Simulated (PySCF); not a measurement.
# Electric field gradients and quadrupole coupling constants

Species: CrNCl3 (singlet state).
Structure used (PBE0-D3(BJ)/def2-SVP), in Å, numbered top down from 1:
```
atom  x, y, z in Å
Cr1    0.0046   -0.0019    0.0432
N2     0.1481   -0.0368    1.5104
Cl3    1.9699    0.0276   -0.7136
Cl4   -1.0662    1.7619   -0.3771
Cl5   -1.0564   -1.7508   -0.4628
```

Field gradients from the PBE0/pcSseg-1 (pcSseg-2 on Cr) density (PySCF, non-relativistic), principal values in atomic units, ordered |Vxx| ≤ |Vyy| ≤ |Vzz|:

```json
{"atom": "Cr1", "Vxx": "0.5919", "Vyy": "0.5985", "Vzz": "-1.1904"}
{"atom": "N2", "Vxx": "0.2651", "Vyy": "0.2655", "Vzz": "-0.5307"}
{"atom": "Cl3", "Vxx": "0.2034", "Vyy": "1.4513", "Vzz": "-1.6547"}
{"atom": "Cl4", "Vxx": "0.2027", "Vyy": "1.4518", "Vzz": "-1.6544"}
{"atom": "Cl5", "Vxx": "0.1994", "Vyy": "1.4540", "Vzz": "-1.6535"}
```

Problem. Find the asymmetry η = (Vxx − Vyy)/Vzz and the couplings χ = eQV/h (234.96 MHz × Q in barn × V in au), with Q(53Cr) = −0.15 b, Q(14N) = 0.02044 b, Q(35Cl) = −0.0817 b.

Solution. 
```csv
atom,environment,nucleus,η,χzz (MHz),χxx (MHz),χyy (MHz)
Cr1,chromium bonded to 3 Cl and N,53Cr,0.01,41.95,-20.86,-21.09
N2,nitrogen bonded to Cr,14N,0.00,-2.549,1.273,1.275
Cl3,chlorine bonded to Cr,35Cl,0.75,31.77,-3.90,-27.86
Cl4,chlorine bonded to Cr,35Cl,0.75,31.76,-3.89,-27.87
Cl5,chlorine bonded to Cr,35Cl,0.76,31.74,-3.83,-27.91
```

The gradient is axial or nearly so (η below 0.05) at Cr1 and N2. 

Problem. What is Vzz at N2 in SI units (1 au = 9.71736 × 10²¹ V/m²)?

Solution. -0.5307 au = -5.157 × 10²¹ V/m².

Isolated species at its PBE0-D3(BJ)/def2-SVP geometry, gas phase. The small basis limits the accuracy of the gradients. Field gradients at transition-metal nuclei can change strongly with the functional.
